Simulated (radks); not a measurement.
Valence configurations of La I (all share [Xe]). Method: scalar-relativistic Kohn-Sham, PBEsol, spin-unpolarised, spherical densities, finite nucleus; Fermi nuclear charge, rms radius 4.855 fm; computed with a radial shooting solver on a logarithmic mesh with Libxc functionals. Energies are relative to 5d1 6s2; eigenvalues in eV.

\begin{tabular}{lrrrrr}
valence & E (eV) & e(4f) & e(5d) & e(6p) & e(6s) \\ \hline
5d1 6s2 & 0.000 & - & -3.103 & - & -3.705 \\
4f0.5 5d1 6s1.5 & 0.385 & -1.079 & -2.161 & - & -3.280 \\
5d2 6s1 & 0.808 & - & -2.158 & - & -3.156 \\
5d0.5 6s2 6p0.5 & 1.019 & - & -4.088 & -1.770 & -4.312 \\
6s2 6p1 & 2.327 & - & - & -2.164 & -4.892 \\
5d1 6s1 6p1 & 2.408 & - & -3.972 & -1.859 & -4.308 \\
5d1 6p2 & 4.897 & - & -4.760 & -2.283 & - \\
4f2 5d0.5 6p0.5 & 6.248 & -0.256 & -3.334 & -2.291 & - \\
\end{tabular}

NIST lists [Xe] 5d1 6s2 as the ground configuration; this level of theory agrees among the configurations tried. The energies are those of spherical spin-averaged densities, not of single terms. No valid solution was reached for [Xe] 4f1 5d1 6s1; [Xe] 4f1 6s2.
